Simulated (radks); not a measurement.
Removal energies from the titanium ion Ti3+, [Ar] 3d(3/2: 1, 5/2: 0), by Delta-SCF beside the eigenvalue of the level emptied. Calculated with a radial shooting solver on a logarithmic mesh with Libxc functionals: Dirac Kohn-Sham, relativistic LDA (MacDonald-Vosko exchange, VWN5 correlation), spin-unpolarised, spherical densities, finite nucleus; Fermi nuclear charge, rms radius of each element as measured or else 0.836 A^(1/3) + 0.57 fm. Sub-shells are occupied by j as written (lower j first in brackets).

removed from,final configuration,Delta-SCF (eV),-eigenvalue (eV)
3d3/2,[Ar],43.608,34.995
3p3/2,"[Ne] 3s2 3p(1/2: 2, 3/2: 3) 3d(3/2: 1, 5/2: 0)",80.211,70.663
3p1/2,"[Ne] 3s2 3p(1/2: 1, 3/2: 4) 3d(3/2: 1, 5/2: 0)",80.957,71.361
3s1/2,"[Ne] 3s1 3p6 3d(3/2: 1, 5/2: 0)",104.61,94.640
